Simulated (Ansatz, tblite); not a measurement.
Forces on `Cl[Si](Cl)(Cl)Cc1ccc(-c2cnc(-c3ccccc3)nc2)cc1` at its PBE-D4/def2-SVP geometry. The state is a singlet with charge 0.

The xTB rows come from tblite. Correlated methods freeze 39 core orbitals. Single mean-field runs in def2-TZVP are fitted with def2-universal-jkfit.

GFN2-xTB (tblite), largest force 1.31 eV/Å:

```xyz
36
positions Å, forces eV/Å
Cl   -1.058   -5.198    3.971    0.311   -0.327   -0.496
Si   -0.049   -6.185    2.459   -1.156   -0.550    0.301
Cl    0.443   -8.083    3.119   -0.157    0.585   -0.204
Cl   -1.302   -6.346    0.823    0.390    0.051    0.533
C     1.516   -5.247    1.994    0.675   -0.149    0.022
C     1.215   -3.870    1.462   -0.149    0.699   -0.282
C     1.050   -2.776    2.335    0.018   -0.015   -0.319
C     0.725   -1.507    1.845    0.061   -0.173   -0.163
C     0.543   -1.285    0.461    0.136   -0.467    0.178
C     0.203    0.054   -0.054   -0.093    0.345   -0.134
C    -0.622    0.960    0.651   -0.031    0.128   -0.142
N    -0.924    2.177    0.202    0.624   -0.702   -0.526
C    -0.414    2.542   -0.996    0.033   -0.150    0.052
C    -0.740    3.897   -1.500   -0.042    0.185   -0.067
C    -1.585    4.750   -0.757    0.101    0.067   -0.217
C    -1.889    6.031   -1.233    0.203   -0.211   -0.174
C    -1.353    6.476   -2.454    0.088   -0.353    0.128
C    -0.511    5.632   -3.198   -0.128   -0.115    0.298
C    -0.205    4.350   -2.727   -0.151    0.137    0.144
N     0.374    1.756   -1.764   -0.340   -0.388    0.952
C     0.673    0.545   -1.294   -0.046    0.187    0.026
C     0.701   -2.386   -0.411    0.001   -0.024    0.244
C     1.026   -3.654    0.081   -0.036    0.189    0.255
H     2.047   -5.874    1.247   -0.097    0.561    0.293
H     2.146   -5.213    2.908   -0.162    0.213   -0.588
H     1.186   -2.920    3.419   -0.078    0.078   -0.683
H     0.635   -0.666    2.549    0.040   -0.512   -0.435
H    -1.072    0.662    1.617    0.244    0.302   -0.617
H    -1.992    4.380    0.195    0.237    0.264   -0.592
H    -2.549    6.690   -0.648    0.418   -0.408   -0.376
H    -1.592    7.484   -2.826    0.148   -0.629    0.231
H    -0.088    5.978   -4.155   -0.272   -0.210    0.602
H     0.451    3.671   -3.291   -0.406    0.452    0.326
H     1.345   -0.075   -1.917   -0.438    0.486    0.324
H     0.540   -2.253   -1.492    0.099   -0.073    0.665
H     1.127   -4.498   -0.619   -0.045    0.524    0.444
```

PBE0-D4/def2-TZVP (Ansatz), largest force 0.77 eV/Å:

```
Cl 0.280 -0.335 -0.453
Si -0.166 -0.035 0.025
Cl -0.167 0.552 -0.193
Cl 0.363 0.014 0.522
C 0.143 -0.180 0.062
C -0.206 0.481 -0.188
C 0.008 -0.012 -0.273
C 0.030 -0.152 -0.209
C 0.125 -0.460 0.177
C -0.143 0.545 -0.211
C 0.156 -0.079 -0.290
N 0.448 -0.405 -0.464
C 0.123 -0.529 0.192
C -0.099 0.426 -0.156
C 0.141 -0.018 -0.218
C 0.149 -0.133 -0.145
C 0.067 -0.265 0.096
C -0.106 -0.058 0.218
C -0.154 0.062 0.203
N -0.299 -0.156 0.689
C -0.144 0.068 0.299
C -0.003 0.025 0.261
C 0.017 0.174 0.213
H -0.247 0.322 0.339
H -0.301 0.010 -0.442
H -0.063 0.077 -0.566
H 0.053 -0.430 -0.369
H 0.250 0.198 -0.539
H 0.204 0.235 -0.513
H 0.360 -0.357 -0.320
H 0.125 -0.534 0.196
H -0.232 -0.188 0.520
H -0.352 0.397 0.279
H -0.388 0.367 0.332
H 0.077 -0.066 0.563
H -0.049 0.439 0.363
```

B2PLYP/def2-TZVP (Ansatz), largest force 0.69 eV/Å:

```
Cl 0.206 -0.276 -0.339
Si -0.139 -0.053 0.032
Cl -0.130 0.420 -0.147
Cl 0.271 -0.010 0.408
C 0.230 -0.351 0.126
C -0.148 0.425 -0.168
C 0.051 -0.050 0.005
C 0.008 0.080 -0.020
C 0.108 -0.391 0.150
C -0.130 0.490 -0.190
C 0.068 -0.350 0.061
N 0.238 -0.166 -0.285
C 0.065 -0.296 0.104
C -0.085 0.366 -0.134
C 0.025 -0.105 0.037
C -0.018 0.046 -0.006
C 0.001 0.012 -0.007
C -0.006 0.044 -0.025
C 0.023 -0.109 0.043
N -0.183 -0.025 0.368
C 0.100 -0.296 0.186
C -0.043 0.065 -0.033
C 0.052 -0.043 0.034
H -0.247 0.355 0.363
H -0.306 0.017 -0.482
H -0.061 0.092 -0.616
H 0.062 -0.474 -0.397
H 0.272 0.222 -0.597
H 0.217 0.276 -0.567
H 0.393 -0.389 -0.350
H 0.138 -0.586 0.215
H -0.253 -0.204 0.567
H -0.389 0.453 0.297
H -0.426 0.410 0.365
H 0.084 -0.080 0.613
H -0.047 0.482 0.388
```
